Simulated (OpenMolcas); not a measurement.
Ne3+: effect of the active space

```
Program             : OpenMolcas
Method              : SS-CASPT2 or its RAS form, IPEA 0.25 Eh, imaginary shift 0.1 Eh
Basis               : ANO-RCC-VTZP
Scalar Hamiltonian  : DKH2, point nucleus
Spin-orbit coupling : RASSI with atomic mean-field integrals over the reference wave functions, term energies averaged over their components
```

A. 3 electrons in 3 orbitals (2p); 2S+1 = 4 odd, 1 root; 2S+1 = 2 odd, 8 roots; closed shells correlated: 1s 2s; CASPT2 step roughly 0.8 core-seconds
B. 5 electrons in 4 orbitals (2s 2p); 2S+1 = 4 odd, 1 root; 2S+1 = 2 odd, 8 roots; 2S+1 = 4 even, 3 roots; 2S+1 = 2 even, 6 roots; closed shells correlated: 1s; CASPT2 step of the order of 1.9 core-seconds
C. 5 electrons in 8 orbitals (2s 2p 3s 3p); 2S+1 = 4 odd, 1 root; 2S+1 = 2 odd, 8 roots; 2S+1 = 4 even, 3 roots; 2S+1 = 2 even, 6 roots; closed shells correlated: 1s; CASPT2 step about 7 core-seconds
D. 5 electrons in 9 orbitals (RAS2 2s 2p; RAS3 3d, at most 2 electrons); 2S+1 = 4 odd, 1 root; 2S+1 = 2 odd, 8 roots; 2S+1 = 4 even, 3 roots; 2S+1 = 2 even, 6 roots; closed shells correlated: 1s; CASPT2 step of the order of 12 core-seconds

Energies in cm⁻¹ above 2s² 2p³ ⁴S°_3/2.

| Level | A | B | C | D |
| --- | --- | --- | --- | --- |
| 2s² 2p³ ⁴S°_3/2 | 0.0 | 0.0 | 0.0 | 0.0 |
| 2s² 2p³ ²D°_3/2 | 42210 | 42200 | 42380 | 42160 |
| 2s² 2p³ ²D°_5/2 | 42240 | 42230 | 42420 | 42180 |
| 2s² 2p³ ²P°_1/2 | 66340 | 63270 | 63400 | 63610 |
| 2s² 2p³ ²P°_3/2 | 66370 | 63280 | 63440 | 63620 |

Among A to D the level of the table that moves most is 2s² 2p³ ²P°_3/2, by 3100 cm-1 (lowest in B, highest in A). Moves below CASPT2's spread within the term are not significant.

Term energies are means over components that CASPT2 splits; among the terms shown or strongly mixed into the levels shown the widest spread is 130 cm-1 (2s² 2p³ ²D°, B). With the s shell closed, the reference lacks s² → p² mixing (holds for A). Active for correlation alone: 3p 3s; no level in the range computed is led by a configuration that fills them, so any true level of that kind is missing (holds for C). Active for correlation alone: 3d; no level in the range computed is led by a configuration that fills it, so any true level of that kind is missing (holds for D). Levels of configurations outside the active space are missing. The table leaves out levels that lie high or whose names do not pair safely across all columns.

° marks odd parity.
